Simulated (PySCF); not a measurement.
Compound: C₆HF₃O₂.
Atom-mapped SMILES: `[CH:1]#[C:2][C:3]1=[C:4]([F:5])[O:6][C:7]([F:8])=[C:9]([F:10])[O:11]1` (hydrogens: H12 on C1)

Cartesian coordinates in Å at the GFN2-xTB level; atoms count from 1:
```xyz
12
C6HF3O2 angstrom
C      3.0582   -0.7984    0.5232
C      1.9210   -0.4614    0.3364
C      0.5781   -0.1056    0.1028
C      0.1058    1.1377    0.2317
F      0.8644    2.1601    0.5959
O     -1.1895    1.5362    0.0153
C     -1.9959    0.4739   -0.3526
F     -3.2524    0.8481   -0.5477
C     -1.5534   -0.7708   -0.4904
F     -2.3307   -1.7848   -0.8445
O     -0.2614   -1.1621   -0.2872
H      4.0569   -1.0735    0.6909
```

PySCF, density fitting, gas phase, GFN2-xTB geometry. The standard run uses grid level 2 after a coarse-grid start, the def2-universal JK fitting basis (with tight functions added where the orbital basis needs them), an energy threshold of 1e-9 Eh and DIIS. The changed runs have no coarse-grid stage.

Question: Standard PBE0/def2-SVPD: E = -677.866556 Eh, HOMO -6.548 eV, LUMO -1.449 eV, dipole 1.668 D, 15 cycles (coarse-grid cycles included). What changes at PBE0/def2-SVPD with: grid level 0, at most 97 cycles?

Answer: E = -677.759812 Eh (+106.744 mEh), HOMO -6.548 eV (0.000), LUMO -1.451 eV (-0.002), dipole 1.673 D (+0.005), 11 SCF cycles. Of the changed settings only the grid enters the energy expression; the total energy moves by 67 kcal/mol. The setting was typed as a poor one on purpose.

The cycles:
```
cycle   1  E = -677.5840432550  dE =  2.401e+00  |g| = 9.617e-01  |ddm| = 1.192e+01
cycle   2  E = -677.2837660858  dE =  3.003e-01  |g| = 1.567e+00  |ddm| = 4.552e+00
cycle   3  E = -677.7505482725  dE = -4.668e-01  |g| = 1.908e-01  |ddm| = 3.281e+00
cycle   4  E = -677.7552319281  dE = -4.684e-03  |g| = 1.376e-01  |ddm| = 4.618e-01
cycle   5  E = -677.7597306215  dE = -4.499e-03  |g| = 1.908e-02  |ddm| = 2.213e-01
cycle   6  E = -677.7597735620  dE = -4.294e-05  |g| = 1.258e-02  |ddm| = 6.229e-02
cycle   7  E = -677.7598085500  dE = -3.499e-05  |g| = 3.578e-03  |ddm| = 2.377e-02
cycle   8  E = -677.7598116906  dE = -3.141e-06  |g| = 5.132e-04  |ddm| = 7.343e-03
cycle   9  E = -677.7598117326  dE = -4.198e-08  |g| = 3.043e-04  |ddm| = 1.436e-03
cycle  10  E = -677.7598117555  dE = -2.295e-08  |g| = 5.544e-05  |ddm| = 6.970e-04
cycle  11  E = -677.7598117561  dE = -6.066e-10  |g| = 2.083e-05  |ddm| = 2.152e-04
```
